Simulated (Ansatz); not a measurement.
Two spin states of YF, each at its own minimum; 2S+1 = 1, 3, 5 were tried, and the measured ground state has 1. No spin–orbit coupling.

```csv
level,energy of the multiplicity-3 state above the multiplicity-1 state (kcal/mol)
PBE/def2-TZVPP,14.65
PBE0/def2-TZVPP,13.63
wB97X-V/def2-TZVPP,19.89
CCSD/def2-TZVPP,25.56
CCSD(T)/def2-TZVPP,27.60
```

The rows run from 13.63 (PBE0/def2-TZVPP) to 27.60 kcal/mol (CCSD(T)/def2-TZVPP). The 3 functionals in def2-TZVPP without D3 or D4 span 6.26, from PBE0 to wB97X-V.

Each state is the lowest solution found for its spin in def2 and cc sets. The singlet is a restricted closed-shell determinant, which can mix singlet states where a π or δ shell is part-filled.

Correlated levels freeze the inner cores; with def2 sets outer-core shells near the valence are correlated too.

Doubts at one or more of the structures used: a restricted determinant that unrestricted orbitals would lower (CCSD/def2-TZVPP, CCSD(T)/def2-TZVPP).

Run with Ansatz (a program for electronic structure) with Gaussian orbitals. Each number belongs to the level named beside it. In def2 rows elements past Kr take small-core potentials, without spin–orbit coupling.
